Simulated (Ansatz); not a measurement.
Born–Oppenheimer molecular dynamics of AlH$_{5}$O$_{2}$Si (9 atoms, charge 0, multiplicity 1). It starts at the highest image of a converged band, a first-order saddle point between two minima.

These are results of Ansatz 0.2.0, RKS PBE/def2-SVP, not measurements.

* ensemble: NVE (velocity Verlet)
* time step: 0.5 fs
* steps asked: 200
* starting velocities drawn for: 100 K
* seed: 4579

First frame:

```xyz
9
Properties=species:S:1:pos:R:3
Al 0.254 0.011 -0.349
O 0.917 0.326 1.351
H 0.983 -0.125 2.227
H 1.827 0.246 0.334
O -1.318 -0.692 -0.428
Si -2.796 -1.345 -0.828
H -3.010 -2.635 -0.081
H -3.906 -0.394 -0.465
H -2.879 -1.633 -2.305
```

Question: How far do the bonds stretch over the last three quarters of this one trajectory? (Pairs bonded in most of those frames.)

Answer: 
| bond | mean (Å) | spread (Å) | shortest | longest |
| --- | --- | --- | --- | --- |
| Al1–O2 | 1.740 | 0.079 | 1.61 | 1.85 |
| Al1–H4 | 1.761 | 0.157 | 1.48 | 1.97 |
| Al1–O5 | 1.742 | 0.054 | 1.64 | 1.84 |
| O2–H3 | 0.978 | 0.016 | 0.95 | 1.01 |
| O5–Si6 | 1.664 | 0.034 | 1.59 | 1.72 |
| Si6–H7 | 1.508 | 0.029 | 1.47 | 1.55 |
| Si6–H8 | 1.508 | 0.011 | 1.49 | 1.53 |
| Si6–H9 | 1.509 | 0.003 | 1.51 | 1.52 |

Mean temperature of the second half: 1464 K. The conserved energy stayed within 0.19 meV per atom of its start (net change -0.065 meV per atom), so the integration is sound. The kinetic energy rose, since the run started high on the potential surface and went downhill. A run of 0.1 ps of so small a system gives no equilibrium averages. The orbitals stay closed-shell, which can raise the energy where a bond breaks towards radicals; this wasn't checked here.

Time of the run: 3.8 min on 2 threads of Arm Neoverse V2 (shared host), peak memory 0.12 GiB.
